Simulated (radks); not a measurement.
Valence configurations of Zr3+ (all share [Kr]). Calculated with a radial shooting solver on a logarithmic mesh with Libxc functionals: Dirac Kohn-Sham, LDA (Slater exchange, Perdew-Wang correlation), spin-unpolarised, spherical densities, finite nucleus; open shells fill j = l - 1/2 first; Fermi nuclear charge, rms radius 4.2694 fm. Order these by energy: 4d1; 5p1; 5s0.5 5p0.5; 4d0.5 5s0.5; 4d0.5 5p0.5; 5s1.

Answer. From the lowest, in eV above it: 4d1 0.000; 4d0.5 5s0.5 2.150; 5s1 4.561; 4d0.5 5p0.5 4.786; 5s0.5 5p0.5 7.256; 5p1 9.952. NIST lists [Kr] 4d1 as the ground configuration; this level of theory agrees among the configurations tried. The energies are those of spherical spin-averaged densities, not of single terms.
